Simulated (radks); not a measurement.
Values are calculated unless marked as measured or tabulated.
Q: The mean radii <r> (bohr) of the occupied orbitals of an atom or ion are listed with their occupations. Level of theory: scalar-relativistic Kohn-Sham, OLYP, spin-polarised, spherical densities, point nucleus (a radial shooting solver on a logarithmic mesh with Libxc functionals).

orbital  occ.      <r>
1s up       1  0.02274
1s down     1  0.02274
2s up       1  0.09701
2s down     1  0.09701
2p up       3  0.08548
2p down     3  0.08548
3s up       1   0.2550
3s down     1   0.2548
3p up       3   0.2533
3p down     3   0.2531
3d up       5   0.2310
3d down     5   0.2307
4s up       1   0.5769
4s down     1   0.5768
4p up       3   0.6097
4p down     3   0.6097
4d up       5   0.6620
4d down     5   0.6626
5s up       1    1.333
5s down     1    1.349
5p up       3    1.508
5p down     3    1.530
4f up       4   0.8355

Name the element and its charge. Open shells, if any, are filled with parallel spins first.

A: Z = 62, samarium, charge +4: Sm4+ in [Xe] 4f4. The 1s radius gives Z: for a bare nucleus <r> = (2 gamma + 1)/(2Z) with gamma = sqrt(1 - (Z/c)^2), 0.02245 bohr for Z = 62, and screening makes it slightly larger (0.02274 here). The occupations add up to 58, and the charge is Z minus that.
